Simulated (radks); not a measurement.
Species: Er XLI. Configuration: [Ar] 3d10. Method: scalar-relativistic Kohn-Sham, PBE, spin-polarised, spherical densities, finite nucleus; Fermi nuclear charge, rms radius 5.2516 fm; computed with a radial shooting solver on a logarithmic mesh with Libxc functionals. Some entries of the table are withheld. Estimate them.

orbital,occ.,eigenvalue (eV),r(max) (bohr),<r> (bohr)
1s,2,-59209.16,0.01286,0.02037
2s,2,-11441.31,0.07315,0.08628
2p,6,-10335.13,0.05946,0.07651
3s,2,-3867.189,0.2051,0.2211
3p,6,-3529.148,0.2012,0.2191
3d,10,-3120.336,(1),0.1973
4s,0,-1892.241,0.4345,0.4387
4p,0,-1762.644,0.4435,0.4472
4d,0,-1604.429,(2),0.4415

Answer. 
(1) 3d r(max) (bohr): 0.1633
(2) 4d r(max) (bohr): 0.4341
